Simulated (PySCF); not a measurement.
SMILES c1coc([SiH2][SiH2]c2cccs2)c1 (C8H10OSSi2), GFN2-xTB optimised geometry.

```
22

C     -0.35    -1.87     0.00
C      1.01    -1.87     0.00
O      1.49    -0.62     0.00
C      0.42     0.22     0.00
Si     0.81     2.05    -0.07
Si     2.32     2.37    -1.81
C      1.73     1.46    -3.34
C      1.33     1.96    -4.55
C      0.91     0.97    -5.47
C      0.98    -0.28    -4.95
S      1.56    -0.27    -3.33
C     -0.73    -0.51     0.00
H     -0.99    -2.73     0.00
H      1.73    -2.67     0.00
H      1.36     2.47     1.23
H     -0.48     2.73    -0.22
H      3.67     1.88    -1.52
H      2.45     3.77    -2.24
H      1.35     3.01    -4.77
H      0.57     1.18    -6.46
H      0.73    -1.21    -5.41
H     -1.73    -0.12     0.00
```

Density from PySCF 2.14.0 with PBE0/def2-SVP at that geometry.

Minimum of the electron density along straight lines between bonded atoms, close to the bond critical point (lines longer than 1.1 times the sum of covalent radii, or with two minima, are not listed):

```tsv
bond	length / Å	ρ at the minimum / e bohr⁻³	∇²ρ there / e bohr⁻⁵	position (fraction from the first atom)
C1–C2	1.361	0.326	-0.84	0.48
C2–O3	1.339	0.293	…	0.33
O3–C4	1.357	0.278	…	0.67
C4–Si5	1.874	0.112	0.37	0.62
Si6–C7	1.878	0.110	0.37	0.38
C7–C8	1.364	0.319	-0.79	0.51
C8–C9	1.411	0.297	-0.73	0.50
C9–C10	1.357	0.323	-0.82	0.49
C7–S11	1.737	0.208	…	0.46
C10–S11	1.717	0.217	-0.48	0.47
C1–C12	1.412	0.293	-0.70	0.50
C4–C12	1.369	0.322	-0.81	0.51
C1–H13	1.071	0.285	-1.10	0.63
C2–H14	1.072	0.291	-1.17	0.65
Si5–H15	1.470	0.115	0.31	0.49
Si5–H16	1.469	0.116	0.32	0.49
Si6–H17	1.470	0.116	0.31	0.49
Si6–H18	1.470	0.115	0.32	0.49
C8–H19	1.076	0.284	-1.09	0.63
C9–H20	1.076	0.283	-1.09	0.63
C10–H21	1.072	0.286	-1.12	0.64
C12–H22	1.071	0.286	-1.11	0.64
```

Fill in the missing entries.


- C2–O3, ∇²ρ there / e bohr⁻⁵: 0.06
- O3–C4, ∇²ρ there / e bohr⁻⁵: 0.08
- C7–S11, ∇²ρ there / e bohr⁻⁵: -0.41
